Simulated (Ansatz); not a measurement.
Born–Oppenheimer molecular dynamics of H₅SeSi (7 atoms, charge 0, multiplicity 2). It starts at the highest image of a converged band. Of that band: A vibrational analysis at the climbing image gives one clearly imaginary mode, 177i cm⁻¹, and a faint second one (30i cm⁻¹) that may be numerical noise or a soft torsion: probably a first-order saddle point.

The calculation used Ansatz, UKS BHLYP-D4/def2-SVP.

- ensemble: NVE (velocity Verlet)
- time step: 0.5 fs
- steps asked: 200
- starting velocities drawn for: 100 K
- seed: 5709

Frames 2.5 fs apart, positions in Å, forces in eV/Å.

Velocities at 45.0 fs (Å/ps):

```
H 7.21 4.21 -5.15
Se -0.48 -0.42 1.21
Si 0.68 1.50 -2.50
H -0.16 -10.45 2.57
H 2.82 2.76 -9.43
H 6.54 4.87 -1.97
H 2.00 -10.01 -10.94
```

```xyz
7
Properties=species:S:1:pos:R:3:forces:R:3 time_fs=45.0 energy_less_start_eV=0.012 T=81
H -0.613 -0.366 0.843 0.14 0.21 -0.48
Se -1.061 -0.922 2.117 -0.27 -0.24 0.58
Si 0.243 0.485 -1.161 0.28 -0.67 -0.42
H 0.295 -1.339 2.446 0.08 -0.04 0.05
H -0.581 -0.128 -2.240 -0.04 0.16 0.15
H 1.655 0.050 -1.367 -0.13 0.12 0.15
H 0.122 1.935 -1.093 -0.06 0.46 -0.01
7
Properties=species:S:1:pos:R:3:forces:R:3 time_fs=47.5 energy_less_start_eV=0.009 T=87
H -0.592 -0.351 0.821 -0.03 -0.02 0.05
Se -1.062 -0.923 2.120 0.12 -0.05 0.05
Si 0.245 0.488 -1.168 0.33 -0.88 -0.47
H 0.295 -1.366 2.454 -0.12 0.03 -0.02
H -0.575 -0.116 -2.259 0.00 0.13 0.19
H 1.667 0.066 -1.367 -0.21 0.10 0.16
H 0.125 1.928 -1.120 -0.09 0.69 0.03
7
Properties=species:S:1:pos:R:3:forces:R:3 time_fs=50.0 energy_less_start_eV=0.002 T=97
H -0.573 -0.337 0.801 -0.15 -0.19 0.43
Se -1.064 -0.924 2.123 0.33 0.12 -0.36
Si 0.248 0.489 -1.176 0.15 -0.12 -0.27
H 0.289 -1.391 2.460 -0.18 0.06 -0.05
H -0.569 -0.097 -2.266 -0.06 0.01 0.08
H 1.667 0.087 -1.358 -0.05 0.01 0.12
H 0.122 1.958 -1.146 -0.04 0.11 0.05
7
Properties=species:S:1:pos:R:3:forces:R:3 time_fs=52.5 energy_less_start_eV=0.012 T=82
H -0.562 -0.334 0.804 -0.18 -0.22 0.50
Se -1.065 -0.925 2.126 0.22 0.20 -0.47
Si 0.251 0.490 -1.184 -0.07 0.74 -0.06
H 0.273 -1.412 2.464 -0.03 0.02 -0.02
H -0.567 -0.077 -2.269 -0.12 -0.12 -0.07
H 1.664 0.108 -1.343 0.17 -0.10 0.05
H 0.118 1.995 -1.168 0.02 -0.52 0.07
7
Properties=species:S:1:pos:R:3:forces:R:3 time_fs=55.0 energy_less_start_eV=0.005 T=92
H -0.562 -0.344 0.837 -0.09 -0.10 0.22
Se -1.065 -0.926 2.129 -0.08 0.13 -0.19
Si 0.254 0.492 -1.193 -0.14 0.95 -0.04
H 0.255 -1.433 2.467 0.15 -0.05 0.03
H -0.572 -0.065 -2.276 -0.08 -0.17 -0.10
H 1.670 0.124 -1.324 0.20 -0.14 0.00
H 0.114 2.003 -1.186 0.04 -0.61 0.09
7
Properties=species:S:1:pos:R:3:forces:R:3 time_fs=57.5 energy_less_start_eV=-0.005 T=107
H -0.567 -0.358 0.880 0.13 0.17 -0.36
Se -1.066 -0.927 2.131 -0.31 -0.16 0.44
Si 0.257 0.496 -1.201 -0.01 0.40 -0.19
H 0.246 -1.456 2.471 0.13 -0.05 0.03
H -0.581 -0.061 -2.288 0.07 -0.13 0.01
H 1.688 0.131 -1.305 -0.02 -0.11 -0.04
H 0.113 1.978 -1.198 0.01 -0.11 0.10
7
Properties=species:S:1:pos:R:3:forces:R:3 time_fs=60.0 energy_less_start_eV=0.015 T=77
H -0.564 -0.364 0.904 0.26 0.31 -0.67
Se -1.067 -0.928 2.134 -0.27 -0.39 0.82
Si 0.259 0.501 -1.210 0.15 -0.40 -0.28
H 0.243 -1.482 2.478 -0.05 0.02 -0.02
H -0.586 -0.066 -2.299 0.21 -0.07 0.12
H 1.704 0.133 -1.288 -0.25 -0.05 -0.06
H 0.112 1.947 -1.205 -0.05 0.58 0.09
7
Properties=species:S:1:pos:R:3:forces:R:3 time_fs=62.5 energy_less_start_eV=0.002 T=98
H -0.547 -0.353 0.892 0.09 0.10 -0.23
Se -1.069 -0.929 2.138 0.02 -0.23 0.39
Si 0.262 0.506 -1.220 0.14 -0.51 -0.19
H 0.237 -1.507 2.483 -0.16 0.08 -0.06
H -0.578 -0.076 -2.304 0.22 -0.05 0.11
H 1.706 0.131 -1.275 -0.26 -0.03 -0.08
H 0.108 1.948 -1.207 -0.05 0.63 0.06
7
Properties=species:S:1:pos:R:3:forces:R:3 time_fs=65.0 energy_less_start_eV=-0.011 T=118
H -0.526 -0.335 0.867 -0.15 -0.17 0.34
Se -1.070 -0.930 2.141 0.18 0.10 -0.25
Si 0.265 0.509 -1.230 -0.06 0.17 0.07
H 0.223 -1.527 2.485 -0.07 0.05 -0.05
H -0.559 -0.088 -2.303 0.09 -0.07 -0.03
H 1.694 0.126 -1.267 -0.03 -0.05 -0.09
H 0.102 1.982 -1.205 0.03 -0.03 0.01
7
Properties=species:S:1:pos:R:3:forces:R:3 time_fs=67.5 energy_less_start_eV=0.009 T=87
H -0.512 -0.328 0.860 -0.25 -0.27 0.56
Se -1.071 -0.932 2.145 0.11 0.30 -0.53
Si 0.268 0.513 -1.239 -0.25 0.74 0.29
H 0.206 -1.545 2.484 0.11 -0.03 0.00
H -0.534 -0.105 -2.304 -0.04 -0.09 -0.17
H 1.681 0.119 -1.264 0.23 -0.07 -0.08
H 0.097 2.016 -1.202 0.09 -0.58 -0.05
7
Properties=species:S:1:pos:R:3:forces:R:3 time_fs=70.0 energy_less_start_eV=-0.003 T=105
H -0.512 -0.335 0.885 -0.16 -0.17 0.35
Se -1.072 -0.933 2.148 -0.03 0.21 -0.31
Si 0.271 0.518 -1.249 -0.21 0.59 0.26
H 0.195 -1.565 2.482 0.15 -0.06 0.01
H -0.511 -0.127 -2.314 -0.07 -0.01 -0.16
H 1.680 0.108 -1.266 0.23 -0.01 -0.05
H 0.097 2.018 -1.203 0.09 -0.54 -0.10
7
Properties=species:S:1:pos:R:3:forces:R:3 time_fs=72.5 energy_less_start_eV=-0.015 T=123
H -0.521 -0.352 0.928 0.10 0.12 -0.26
Se -1.073 -0.934 2.151 -0.16 -0.17 0.37
Si 0.273 0.525 -1.257 0.04 -0.25 0.05
H 0.191 -1.587 2.482 0.00 0.01 -0.02
H -0.492 -0.149 -2.333 0.00 0.13 -0.01
H 1.692 0.097 -1.271 -0.01 0.10 -0.02
H 0.102 1.990 -1.209 0.02 0.06 -0.11
```

Of the whole run (100 fs, mean temperature of the second half 104 K): The conserved energy stayed within 0.044 meV per atom of its start (net change -0.0044 meV per atom), so the integration is sound. A run of 0.1 ps of so small a system gives no equilibrium averages.

Time of the run: 6.9 min on 2 threads of Arm Neoverse V1, with other jobs on the host, peak memory 0.19 GiB.
